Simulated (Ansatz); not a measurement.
Cost and result for the atomization energy of CH₇GaSSi (`C[SiH2][S][GaH2]`) (11 atoms, 10 bonds).

```xyz
11

C    -0.500    1.079    1.176
Si   -0.908    0.514   -0.554
S     0.855    0.174   -1.727
Ga    1.576   -1.670   -0.770
H     0.124    1.975    1.151
H    -1.416    1.309    1.727
H     0.038    0.299    1.720
H    -1.731   -0.723   -0.507
H    -1.672    1.564   -1.278
H     2.891   -2.270   -1.355
H     0.743   -2.251    0.419
```

Total charge 0; spin multiplicity 1. Correlated methods include outer-core shells of Ga, which these sets cover unevenly. Scalar relativity is left out up to krypton. Geometry: relaxed with PBE0-D4/def2-TZVP. It is one conformer, not always the lowest. Program: Ansatz. Hardware: A = 2 threads of an AMD EPYC 7R13 on a shared host; B = 2 threads of an AMD EPYC 7R13 on a shared host and a share of an NVIDIA H100 80 GB. Times are those of one run each, without the atoms' runs, and a repeat can differ threefold. Electronic energies, without spin–orbit coupling; frozen cores. CCSD(T)/CBS adds CCSD(T) − MP2 in def2-TZVPP to the MP2 limit, and its time is that of the two runs behind it. T1 = 0.013. With those shells the extrapolation isn't a true limit. B3LYP takes the VWN-RPA correlation (the form of Gaussian; ORCA's B3LYP/G).

CCSD(T)/CBS is a level of theory with its own doubt, some kJ/mol a heavy atom from the limit and from the frozen cores, so smaller differences don't rank the functionals.

| level | functions | wall time | atomization (kJ/mol) | difference from CCSD(T)/CBS | per bond |
| --- | --- | --- | --- | --- | --- |
| revPBE-D4/def2-TZVPP [A] | 261 | 3.4 s | 3382.7 | -74.7 | -7.5 |
| BLYP-D4/def2-TZVPP [A] | 261 | 3.5 s | 3387.4 | -70.0 | -7.0 |
| CCSD(T)/def2-TZVPP [B] | 261 | 6 s | 3379.6 | -77.8 | -7.8 |
| PBE0-D4/def2-TZVPP [A] | 261 | 6.5 s | 3429.5 | -27.9 | -2.8 |
| CAM-B3LYP-D4/def2-TZVPP [A] | 261 | 7 s | 3442.5 | -14.9 | -1.5 |
| BHLYP-D4/def2-TZVPP [A] | 261 | 7 s | 3389.7 | -67.7 | -6.8 |
| MP2/def2-QZVPP [B] | 496 | 8 s | 3430.9 | -26.5 | -2.7 |
| B3LYP-D4/def2-TZVPP (with forces) [A] | 261 | 9 s | 3428.0 | -29.4 | -2.9 |
| B2PLYP/def2-TZVPP [A] | 261 | 9 s | 3391.5 | -65.9 | -6.6 |
| r2SCANh-D4/def2-TZVPP [A] | 261 | 9.5 s | 3451.8 | -5.6 | -0.6 |
| CCSD(T)/def2-SVP [A] | 117 | 9.5 s | 3241.5 | -215.9 | -21.6 |
| CCSD(T)/CBS(def2) | – | 14 s | 3457.4 | 0.0 | 0.0 |
| B97M-V/def2-TZVPP [A] | 261 | 15 s | 3485.4 | 28.0 | 2.8 |

In def2-TZVPP, CCSD(T) changes the Hartree–Fock value by +774.7 kJ/mol (the triples alone add +39.7 kJ/mol) and MP2 by +780.1 kJ/mol; breaking electron pairs costs correlation energy, which Hartree–Fock lacks. Leaving LDA and LC-ωPBE aside and taking each functional with its dispersion term where it has one, the values spread over 102.6 kJ/mol, from revPBE-D4 to B97M-V. LDA lies +433.1 kJ/mol from PBE without D4, its usual overbinding. From PBE to PBE0 (25 % exact exchange), in def2-TZVPP and without D4, the atomization energy moves by −7.0 kJ/mol: exact exchange takes away binding that semilocal exchange gives to molecules.
